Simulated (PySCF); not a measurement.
Al(H)(OH)(OMe) (CH5AlO2), SMILES [AlH]([OH])[O]C. Coordinates come from a PBE-D3(BJ)/def2-SVP optimisation. One conformer was computed; it need not be the lowest.

Computed equilibrium geometry at PBE-D3(BJ)/def2-SVP (PySCF confirms it by a frequency run) as bond lengths and angles, and its point group (one conformer of several):
point group Cs.
Atoms: Al1 H2 O3 H4 O5 C6 H7 H8 H9. Bonded distances (Å): Al1–H2 1.576, Al1–O3 1.716, Al1–O5 1.709, O3–H4 0.969, O5–C6 1.398, C6–H7 1.114, C6–H8 1.114, C6–H9 1.117. Angles (°): H2–Al1–O3 117.7, H2–Al1–O5 117.9, O3–Al1–O5 124.4, Al1–O3–H4 125.9, Al1–O5–C6 140.6, O5–C6–H7 110.8, O5–C6–H8 110.8, O5–C6–H9 113.5, H7–C6–H8 107.0, H7–C6–H9 107.2, H8–C6–H9 107.2.
